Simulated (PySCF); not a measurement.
Method: B3LYP-D3(BJ)/def2-TZVP // B3LYP-D3(BJ)/def2-SVP in PySCF 2.14.0. Isolated molecules, 0 K electronic values unless said otherwise. One relaxed conformer stands for a flexible species; it need not be the lowest. B3LYP has the VWN-RPA correlation part, as in Gaussian. Excitations are Tamm–Dancoff values on a coarser integration grid. The basis has no diffuse functions, so Rydberg states are missing or too high.

Reference species (SMILES): `CC[Si](I)(CC)CC` (neutral, multiplicity 1).

The HOMO is -6.93 eV and the S1 oscillator strength is 0.014. The HOMO–LUMO gap is 6.83 eV. The T1 excitation (TDA) is 5.36 eV.

After one change: the HOMO falls by 0.54 eV; the S1 oscillator strength is nearly the same; the HOMO–LUMO gap rises by 1.25 eV; the T1 excitation (TDA) rises by 1.70 eV.

**Question.** What was changed between the two runs? The new species is one of these.
A. `CC[Si](CC)(CC)CC`
B. `CC[Si](I)(I)I` (C–C–Si–I torsion 180°)
C. `CC[Si](I)(I)CC` (C–C–Si–I torsion -59°, I–Si–C–C torsion 59°)

**Answer.** A, `CC[Si](CC)(CC)CC`
